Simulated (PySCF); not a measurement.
**TiSI₂: breathing scan**

Method: B3LYP in PySCF with Ti def2-SVP, S def2-SVP, I def2-SVP with ECP28; scalar-relativistic core potentials, no spin–orbit coupling; density-fitted integrals.

Rigid scan from the singlet minimum (Ti–I 2.586 Å (×2), Ti–S 2.040 Å; I–Ti–I 125.9°, I–Ti–S 115.8° (×2)). Coordinate: all bonds to the central atom scaled together. Energies in kJ/mol from the minimum.

(1) Predict the curve at 0.88, 0.92, 0.96, 1.00, 1.04, 1.08, 1.14, 1.22, 1.35.

Answers

(1) 
| scale of all bonds to the centre | E (kJ/mol) | dipole size (D) |
| --- | --- | --- |
| 0.88 | 272.9 | 0.96 |
| 0.92 | 106.5 | 1.05 |
| 0.96 | 23.5 | 1.10 |
| 1.00 | 0.0 | 1.13 |
| 1.04 | 18.2 | 1.15 |
| 1.08 | 64.8 | 1.16 |
| 1.14 | 167.1 | 1.19 |
| 1.22 | 331.3 | 1.30 |
| 1.35 | 602.5 | 1.65 |

At long bonds a restricted determinant can lie too high, and another spin state can fall below this curve.

Other isomers or separated fragments may lie lower.

The scan took 38 s on 2 threads of a shared Arm Neoverse V2 host; the process peaked at 1.1 GiB. Launch command: `OMP_NUM_THREADS=2 python axn.py task.json out`.
